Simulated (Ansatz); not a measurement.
Computed with Ansatz on PBE0-D4/def2-TZVP structures; ΔE is electronic, products minus reactants. CCSD(T)/CBS adds triple-zeta CCSD(T) − MP2 to the extrapolated MP2 energy (def2 sets, frozen cores). DFT in def2-TZVPP. HSE06 is defined as in plane-wave codes. Each species was taken in one conformer, which may not be the lowest.

Consider the substitution at a C–B bond: `CB(C)N` + `C[SiH](N)O` → `CN[SiH](C)O` + `CBN`.

| level | ΔE (kcal/mol) |
| --- | --- |
| r2SCAN0-D4 | 20.1 |
| HSE06-D4 | 19.2 |
| r2SCANh | 20.2 |
| MP2/def2-TZVPP | 20.0 |

(1) What does CCSD(T)/CBS give? (An estimate is asked.)

Largest T1 diagnostic among the species: 0.011.

Answers

(1) Computed: +19.7 kcal/mol. The listed levels differ from it by 0.4, -0.5, 0.5, 0.3 kcal/mol.

At CCSD(T), def2-SVP lies −3.7 kcal/mol from the extrapolated value and def2-TZVPP −0.5 kcal/mol. Leaving LDA and LC-ωPBE aside and taking each functional with its dispersion term where it has one, the values, not all of them listed here, spread over 2.8 kcal/mol, from BLYP-D4 to B97M-V.
